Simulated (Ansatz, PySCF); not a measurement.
Pair of molecules: SiH4 (SMILES [SiH4]) (first 5 atoms) with H2 (SMILES [H][H]); geometry from B3LYP-D3(BJ)/def2-TZVP, rigid monomers moved along the line of their centres of mass till Si1···H6 is 3.04 Å.
(charge 0, multiplicity 1):
```xyz
7

Si     0.050     0.056    -0.013
H      0.118     0.144    -1.489
H     -1.336    -0.257     0.401
H      0.459     1.350     0.580
H      0.958    -1.011     0.462
H     -0.088    -0.102     3.022
H     -0.128    -0.141     3.764
```

Monomers are frozen at their geometry in the pair; levels with a basis set take the counterpoise correction.

Correlated levels freeze the cores. CBS: X⁻³ extrapolation of the correlation energy, Hartree–Fock from the larger set. Rows in 6-31G* carry no dispersion term and start afresh at each structure (6-31G* with six Cartesian d functions). MP2/6-31G* freezes PySCF's default core.

The values were computed with Ansatz (an electronic-structure program) with Gaussian orbitals; PySCF for 6-31G* rows, the dispersion terms. Values without a source in brackets are computed.

```csv
level,interaction energy (kcal/mol)
PBE-D3(BJ)/def2-TZVPPD,-0.38
PBE-D4/def2-TZVPPD,-0.35
r2SCAN-D4/def2-TZVPPD,0.07
B3LYP/6-31G*,0.55
B3LYP/def2-TZVPPD,0.59
B3LYP-D4/def2-TZVPPD,0.00
PBE0-D3(BJ)/def2-TZVPPD,-0.26
MP2/6-31G*,0.51
"CCSD(T)/CBS(aug-cc-pV(D+d)Z, aug-cc-pV(T+d)Z)",[?]
```

What belongs in the gaps?


- CCSD(T)/CBS(aug-cc-pV(D+d)Z, aug-cc-pV(T+d)Z), interaction energy (kcal/mol): -0.06
